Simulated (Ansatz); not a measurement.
Reaction (hydrogen abstraction from a B–H bond): `CBI` + `[CH3]`• → `C[B]I`• + CH₄

Calculated with Ansatz (gas phase, PBE0-D4/def2-TZVP geometries, no zero-point term in ΔE). CCSD(T)/CBS adds triple-zeta CCSD(T) − MP2 to the extrapolated MP2 energy (def2 sets, frozen cores). This one scheme is used for every species. DFT in def2-TZVPP. B3LYP here is the variant with VWN-RPA as its local correlation; programs differ in this. Open shells (•) are unrestricted, without spin–orbit coupling. def2 core potentials past Kr. For I outer-core shells are correlated without core-valence functions, which leaves a few kJ/mol of doubt a bond.

`CBI`:

```xyz
7

C    -0.402   -0.580   -0.266
B     0.263    0.709    0.268
I     2.328    0.798    0.756
H     0.259   -1.435   -0.396
H    -1.218   -0.860    0.414
H    -0.897   -0.358   -1.220
H    -0.333    1.726    0.444
```

`[CH3]`•:

Cartesian coordinates in Å:
```
C 0.000 0.000 0.000
H -0.715 -0.361 -0.724
H 1.003 -0.401 0.015
H -0.288 0.762 0.709
```

`C[B]I`•:

```xyz
6

C     0.358    0.333   -0.347
B    -0.496   -0.920   -0.070
I    -1.466   -1.433    1.721
H    -0.343    1.115   -0.676
H     0.877    0.718    0.535
H     1.070    0.187   -1.162
```

CH₄:

Z-matrix (Å, degrees):
```
C
H 1 1.090
H 1 1.090 2 109.5
H 1 1.090 2 109.5 3 -120.0
H 1 1.090 2 109.5 3 120.0
```

```json
{"level": "PBE", "ΔE (eV)": "-0.32"}
{"level": "revPBE", "ΔE (eV)": "-0.30"}
{"level": "PBE0", "ΔE (eV)": "-0.25"}
{"level": "B3LYP", "ΔE (eV)": "-0.19"}
{"level": "CAM-B3LYP", "ΔE (eV)": "-0.17"}
{"level": "HF/def2-TZVPP", "ΔE (eV)": "0.05"}
{"level": "MP2/def2-TZVPP", "ΔE (eV)": "-0.21"}
{"level": "CCSD/CBS(def2)", "ΔE (eV)": "-0.14"}
```

Q: What does CCSD(T)/CBS give? (An estimate is asked.)

A: The calculation gave: -0.18 eV. The listed levels differ from it by -0.14, -0.12, -0.07, -0.01, 0.01, 0.23, -0.03, 0.04 eV.

Largest T1 diagnostic among the species: 0.013.

From r2SCAN to r2SCAN0 (25 % exact exchange), in def2-TZVPP and without D4, ΔE moves by +0.04 eV. In def2-TZVPP, CCSD(T) changes the Hartree–Fock value by −0.22 eV (the triples alone add −0.04 eV) and MP2 by −0.26 eV.
